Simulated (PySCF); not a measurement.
[Bi(NH2)]2+ relaxed at several levels

Computed with PySCF 2.14.0, def2-SVP on the ligands, density fitting, scalar-relativistic core potentials, no spin-orbit coupling, vacuum. Each row is relaxed at its own level from the same template. Distances are means of the shortest metal–ligand contacts, charges and spins Mulliken's; removal energies are rigid, with the ligand's formal charge and no counterpoise, so too large; for an anion taken off a cation in vacuum most of it is the attraction of opposite charges, and multiply charged cations can part far more cheaply with an electron moved from ligand to metal.

```json
{"level": "BP86", "basis on the metal": "def2-SVP with ECP60", "point group": "C2v", "M–NH2 (Å)": "2.053", "charge on M (e)": "1.73", "HOMO–LUMO gap (eV)": "1.83", "removal of one NH2 (eV)": "30.01", "strongest infrared band, degenerate modes summed (cm⁻¹)": "3210", "unstable modes (below −25 cm⁻¹)": "0"}
```

Problem. What does the calculation give for PBE0, def2-SVP with ECP60?

Solution. point group: C2v, M–NH2 (Å): 2.019, charge on M (e): 1.79, HOMO–LUMO gap (eV): 3.91, removal of one NH2 (eV): 29.59, strongest infrared band, degenerate modes summed (cm⁻¹): 3344, unstable modes (below −25 cm⁻¹): 0.
```xyz
4

Bi    0.0000    0.0000   -0.0803
N     0.0000    0.0000    1.9390
H     0.8517    0.0000    2.5337
H    -0.8517    0.0000    2.5337
```

One start shape was tried for each, so a minimum needn't be the lowest isomer.
